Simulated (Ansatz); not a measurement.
Ansatz (a first-principles code) input file for C2H4BF3, SMILES FCB(F)CF, B3LYP-D3(BJ)/def2-SVP. 

Ansatz 0.2 input:
```yaml
crystal:
  periodic: [false, false, false]
  atoms:
    - {symbol: F, position_ang: [-2.32068569, -0.10792774, 0.26363965]}
    - {symbol: C, position_ang: [-1.13700721, 0.36917054, -0.26033196]}
    - {symbol: B, position_ang: [0.16995170, -0.33283935, 0.30306564]}
    - {symbol: F, position_ang: [0.11059353, -1.28547560, 1.20177728]}
    - {symbol: C, position_ang: [1.61116525, 0.10162713, -0.20720940]}
    - {symbol: F, position_ang: [1.57110202, 1.10346527, -1.15925363]}
    - {symbol: H, position_ang: [-1.12281999, 1.44875888, -0.06239463]}
    - {symbol: H, position_ang: [-1.21107346, 0.25527840, -1.34943826]}
    - {symbol: H, position_ang: [2.15332709, -0.73514745, -0.66417173]}
    - {symbol: H, position_ang: [2.23677067, 0.47996343, 0.61045473]}
basis:
  gaussian:
    orbitals: def2-SVP
hamiltonian:
  xc: b3lyp
  dispersion: d3bj
relax: {f_tol: 0.002, max_steps: 200}
```

Log of the run:

```
WARN ansatz: RAYON_NUM_THREADS=1 ignored (pool sized by the plan → 1); use --threads N
Functional definition: B3LYP
integrals: 0.06 GiB planned
1133 factors; integrals over basis functions are off by at most 3.5e-4 eV
mean field: 0.41 GiB planned
mean field evaluation 1: about -10954.9614 eV, gradient 4.4e1 eV
mean field evaluation 2: about -10954.9516 eV, gradient 4.6e1 eV
mean field evaluation 4: about -10958.8385 eV, gradient 2.1e0 eV
mean field evaluation 8: about -10958.8903 eV, gradient 1.0e-1 eV
mean field evaluation 16: about -10958.8903 eV, gradient 3.4e-5 eV
mean field -10958.89027195 eV, -402.7317892917 hartree, gradient 3.4e-5 eV, S^2 0.000000; 0 other end points of the search recorded, 0 dependent functions left out
the calculation of the forces begins
reference -10958.89047923 eV, -402.7317969091 hartree; 24, 24 occupied and 80, 80 virtual orbitals, 1133 factors
relax step   1: F+E_penalty+E_count = -10959.15059814 eV  Δ(F+E_penalty+E_count) = +0.000e0 eV  max|allowed force component| = 6.920e-1 eV/Å  Δτ_max = 0.0000 Å  (26 SCF iters, accepted)
these checks for a lower state are left out or cut short: starts, cluster_reference, orbital_swaps, neighbouring_geometries, increment
integrals: 0.06 GiB planned
1133 factors; integrals over basis functions are off by at most 3.6e-4 eV
mean field: 0.41 GiB planned
mean field -10958.95068183 eV, -402.7340093136 hartree, gradient 2.5e-5 eV, S^2 0.000000; 0 other end points of the search recorded, 0 dependent functions left out
the calculation of the forces begins
reference -10958.95088682 eV, -402.7340168471 hartree; 24, 24 occupied and 80, 80 virtual orbitals, 1133 factors
relax step   2: F+E_penalty+E_count = -10959.21302461 eV  Δ(F+E_penalty+E_count) = -6.243e-2 eV  max|allowed force component| = 3.282e-1 eV/Å  Δτ_max = 0.0521 Å  (29 SCF iters, accepted)
these checks for a lower state are left out or cut short: starts, cluster_reference, orbital_swaps, neighbouring_geometries, increment
integrals: 0.06 GiB planned
1133 factors; integrals over basis functions are off by at most 3.6e-4 eV
mean field: 0.41 GiB planned
mean field -10958.95458672 eV, -402.7341528159 hartree, gradient 2.5e-5 eV, S^2 0.000000; 0 other end points of the search recorded, 0 dependent functions left out
the calculation of the forces begins
reference -10958.95479115 eV, -402.7341603284 hartree; 24, 24 occupied and 80, 80 virtual orbitals, 1133 factors
relax step   3: F+E_penalty+E_count = -10959.21747721 eV  Δ(F+E_penalty+E_count) = -4.453e-3 eV  max|allowed force component| = 7.043e-2 eV/Å  Δτ_max = 0.0163 Å  (29 SCF iters, accepted)
these checks for a lower state are left out or cut short: starts, cluster_reference, orbital_swaps, neighbouring_geometries, increment
integrals: 0.06 GiB planned
1133 factors; integrals over basis functions are off by at most 3.6e-4 eV
mean field: 0.41 GiB planned
mean field evaluation 32: about -10958.9546 eV, gradient 2.0e-1 eV
mean field -10958.95476002 eV, -402.7341591843 hartree, gradient 1.7e-5 eV, S^2 0.000000; 0 other end points of the search recorded, 0 dependent functions left out
the calculation of the forces begins
reference -10958.95496436 eV, -402.7341666936 hartree; 24, 24 occupied and 80, 80 virtual orbitals, 1133 factors
relax step   4: F+E_penalty+E_count = -10959.21767343 eV  Δ(F+E_penalty+E_count) = -1.962e-4 eV  max|allowed force component| = 3.731e-2 eV/Å  Δτ_max = 0.0018 Å  (22 SCF iters, accepted)
these checks for a lower state are left out or cut short: starts, cluster_reference, orbital_swaps, neighbouring_geometries, increment
integrals: 0.06 GiB planned
1133 factors; integrals over basis functions are off by at most 3.6e-4 eV
mean field: 0.41 GiB planned
mean field -10958.95480300 eV, -402.7341607638 hartree, gradient 1.4e-5 eV, S^2 0.000000; 0 other end points of the search recorded, 0 dependent functions left out
the calculation of the forces begins
reference -10958.95500729 eV, -402.7341682714 hartree; 24, 24 occupied and 80, 80 virtual orbitals, 1133 factors
relax step   5: F+E_penalty+E_count = -10959.21770147 eV  Δ(F+E_penalty+E_count) = -2.804e-5 eV  max|allowed force component| = 7.824e-3 eV/Å  Δτ_max = 0.0030 Å  (22 SCF iters, accepted)
these checks for a lower state are left out or cut short: starts, cluster_reference, orbital_swaps, neighbouring_geometries, increment
integrals: 0.06 GiB planned
1133 factors; integrals over basis functions are off by at most 3.6e-4 eV
mean field: 0.41 GiB planned
mean field -10958.95480533 eV, -402.7341608494 hartree, gradient 5.3e-5 eV, S^2 0.000000; 0 other end points of the search recorded, 0 dependent functions left out
the calculation of the forces begins
reference -10958.95500960 eV, -402.7341683562 hartree; 24, 24 occupied and 80, 80 virtual orbitals, 1133 factors
relax step   6: F+E_penalty+E_count = -10959.21771151 eV  Δ(F+E_penalty+E_count) = -1.005e-5 eV  max|allowed force component| = 1.254e-3 eV/Å  Δτ_max = 0.0013 Å  (19 SCF iters, accepted)
integrals: 0.06 GiB planned
1133 factors; integrals over basis functions are off by at most 3.6e-4 eV
mean field: 0.41 GiB planned
mean field -10958.95480533 eV, -402.7341608494 hartree, gradient 5.3e-5 eV, S^2 0.000000; 1 other end points of the search recorded, 0 dependent functions left out
the calculation of the forces begins
reference -10958.95500960 eV, -402.7341683562 hartree; 24, 24 occupied and 80, 80 virtual orbitals, 1133 factors
Total energy: -10959.21791579 eV, -402.7438299805 hartree
Atom 0 at    -2.297076    -0.133827     0.291820 Å, force    -0.000378     0.000110    -0.000003 eV/Å
Atom 1 at    -1.132480     0.365348    -0.258970 Å, force     0.000969    -0.000435     0.000213 eV/Å
Atom 2 at     0.168546    -0.320231     0.292933 Å, force    -0.001254     0.000494    -0.000115 eV/Å
Atom 3 at     0.101505    -1.283041     1.202638 Å, force     0.000940    -0.000028    -0.000096 eV/Å
Atom 4 at     1.594752     0.114972    -0.217035 Å, force    -0.000418    -0.000085     0.000225 eV/Å
Atom 5 at     1.508979     1.128485    -1.164866 Å, force    -0.000184    -0.000060     0.000270 eV/Å
Atom 6 at    -1.069968     1.458101    -0.081927 Å, force     0.000033     0.000260    -0.000156 eV/Å
Atom 7 at    -1.160357     0.256636    -1.362022 Å, force     0.000009    -0.000021    -0.000218 eV/Å
Atom 8 at     2.128494    -0.750567    -0.656861 Å, force     0.000140    -0.000376    -0.000378 eV/Å
Atom 9 at     2.218929     0.460998     0.630427 Å, force     0.000144     0.000143     0.000258 eV/Å
Dipole moment:     0.343413     0.032810    -0.054560 e Å
```

The run converged.

Cost: roughly 25 core-seconds.
